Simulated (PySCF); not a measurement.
## Polarisability and C₆ of Tl+ (thallium, charge +1)

[Xe] 4f14 5d10 6s2, closed-shell 1S. Computed with PySCF 2.14 in aug-cc-pwCVTZ-DK3 with one added diffuse shell each of s, d, f type (12s10p9d6f1g, 138 functions), with the spin-free X2C one-electron Hamiltonian (Gaussian nucleus). Coupled (time-dependent) response in atomic units; α is the mean over directions.

```
method  mean α (bohr³)  C₆ (like pair)  S(−4)
 B97-3           20.75           166.2  131.2
```

S(−4) is the Cauchy moment in α(ω) = α(0) + S(−4) ω² + …

α(iu) at B97-3:

```csv
u (hartree),α(iu) (bohr³)
0,20.75
0.0500,20.43
0.100,19.54
0.200,16.84
0.300,14.03
0.500,9.918
0.750,7.023
1.00,5.352
1.50,3.500
2.00,2.493
3.00,1.451
5.00,0.6619
```

A single London oscillator, α(iu) = α/(1 + u²/ω²), gives C₆ = (3/4) ω α². Matching the computed C₆ needs ω = 4 × 166.2 / (3 × 20.75²) = 0.515 hartree.

For an ion, C₆ is the dispersion term alone; charge-induced terms of lower order in 1/R come first.

Spin-orbit coupling, which splits the p, d and f shells strongly at this Z, is absent.
